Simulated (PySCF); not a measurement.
AlGeH5O2S, SMILES [OH][Al]([OH])[S][GeH3]. Atoms are numbered in the order given.

```xyz
10

Ge    -0.1685    -1.7321     0.0000
S      1.3078    -0.0169     0.0000
Al    -0.1152     1.6267     0.0000
O      0.3304     3.2651     0.0000
O     -1.7539     1.1786     0.0000
H     -1.0392    -1.6954    -1.2674
H     -1.0392    -1.6954     1.2674
H      0.7181    -2.9929     0.0000
H      1.2253     3.6148     0.0000
H     -2.5103     1.7710     0.0000
```
Charge 0, spin multiplicity 1.

Coordinates come from a B3LYP-D3(BJ)/def2-SVP optimisation. The structure was generated by enumeration; whether it is a known compound was not checked. The values are those of a single conformer.

Two levels are set side by side: PBE/pcSseg-1 (PySCF) and KT2/pcSseg-1 (PySCF). GIAO shifts against GeH4 (⁷³Ge), H2O (¹⁷O), H2S (³³S), TMS (¹H) at the same level; non-relativistic, no solvent, atoms listed together averaged. Differences are taken from unrounded values.

| quantity | KT2 | PBE | PBE minus KT2 |
|---|---|---|---|
| δ(⁷³Ge) of Ge1 (ppm) | 185.2 | 193.5 | 8.3 |
| δ(³³S) of S2 (ppm) | -114.4 | -117.2 | -2.8 |

Rough cost on one machine, each run with all the roots and properties that it gave: KT2 against PBE within a factor of 2.
